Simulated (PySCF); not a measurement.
**Deuteron quadrupole couplings in `CC(C)[C@H](F)C[SiH3]`**

C5H13FSi.
Structure used (GFN2-xTB), in Å, numbered top down from 1:
```xyz
20
C5H13FSi angstrom
C     -1.384    1.136   -0.064
C     -0.718   -0.107    0.519
C     -1.769   -1.040    1.120
C      0.089   -0.854   -0.546
F      0.692   -1.950    0.060
C      1.183   -0.045   -1.228
Si     2.471    0.707   -0.040
H     -2.041    1.583    0.678
H     -1.983    0.873   -0.934
H     -0.649    1.880   -0.357
H     -0.024    0.194    1.312
H     -1.299   -1.938    1.514
H     -2.493   -1.335    0.362
H     -2.300   -0.543    1.928
H     -0.597   -1.284   -1.292
H      1.697   -0.721   -1.914
H      0.719    0.724   -1.843
H      2.890   -0.282    0.948
H      1.901    1.883    0.628
H      3.612    1.132   -0.854
```

Level: PBE0/pcSseg-1 (PySCF, non-relativistic); Q(2H) = 0.00286 b; rigid geometry, the same for H and D, with no vibrational averaging.

Question: Rank these positions by the coupling χzz of a deuteron there, largest first.
A. H11 (methine hydrogen)
B. H15 (methine hydrogen)
C. H10 (methyl hydrogen)
D. H16 (methylene hydrogen)
E. H18 (Si–H hydrogen)

Answer: C (213 kHz), D (207 kHz), A (198 kHz), B (186 kHz), E (112 kHz).

Question: What are Vzz, η and χzz (234.96 MHz × Q × Vzz) at all hydrogens?

Answer: 
```csv
atom,bonded to,bond length (Å),Vzz (au),η,χzz (kHz)
H8,C1,1.087,0.3153,0.02,212
H9,C1,1.089,0.3133,0.02,211
H10,C1,1.087,0.3165,0.02,213
H11,C2,1.095,0.2944,0.03,198
H12,C3,1.087,0.3130,0.01,210
H13,C3,1.089,0.3134,0.03,211
H14,C3,1.087,0.3165,0.02,213
H15,C4,1.101,0.2773,0.06,186
H16,C6,1.092,0.3079,0.03,207
H17,C6,1.089,0.3149,0.04,212
H18,Si7,1.459,0.1664,0.01,112
H19,Si7,1.467,0.1608,0.01,108
H20,Si7,1.464,0.1626,0.01,109
```

Question: Average by the element that carries the hydrogen.

Answer: on C: 207 kHz over 10 positions, mean bond length 1.090 Å; on Si: 110 kHz over 3 positions, mean bond length 1.464 Å.

Question: How does χzz go with the bond length over the 10 C–H bonds?

Answer: A straight-line fit has a slope of -18.1 kHz for each 0.01 Å, with a correlation coefficient of -0.98, over lengths from 1.087 to 1.101 Å. The longer bonds have the smaller couplings here.

Question: A static deuteron (I = 1) shows a doublet split by (3/2)χ, (3/4)χ(1 + η) and (3/4)χ(1 − η) with the field along z, y and x of the gradient. What are these for H11?

Answer: With |χ| = 197.9 kHz and η = 0.031: 297, 153 and 144 kHz, to first order and without motion.

One conformer (not necessarily the lowest) at the GFN2-xTB geometry, without solvent, vibrations or thermal averaging. GFN2-xTB bond lengths can be off by several hundredths of an ångström, more for odd bonds, and the gradients follow them. With so small a basis the couplings can be 20 % off.

These values come from a run that also computed NMR shieldings. On an Arm Neoverse N1 with one thread, shared host with 64 logical CPUs at a one-minute load of 60, this took 71 s wall (grids of density and orbitals included) and 0.85 GiB of memory at its peak.
